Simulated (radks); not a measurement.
Values are calculated unless marked as measured or tabulated.
Q: The fluorine ion F6+, [He] 2s1. Code: a radial shooting solver on a logarithmic mesh with Libxc functionals. Model: non-relativistic Kohn-Sham, PBE, spin-polarised, spherical densities, point nucleus. Every spin shell is full or empty, so the densities are truly spherical. Functionals are evaluated on that one density, not self-consistently. Rank these orbital-free kinetic functionals by their error against the exact value of the orbitals, and give that value: Thomas-Fermi, TF + vW, LC94, revAPBEK, Perdew 92, Thakkar, Pearson, PG1, Ernzerhof.

A: Exact: 82.1973 hartree. From best to worst, with 100 (|E| - |E exact|)/|E exact| (equal figures are ties): LC94 +0.29, Thakkar +0.48, Perdew 92 +0.50, revAPBEK +1.06, Ernzerhof +3.28, Pearson -3.99, Thomas-Fermi -9.93, PG1 +48.02, TF + vW +83.73.
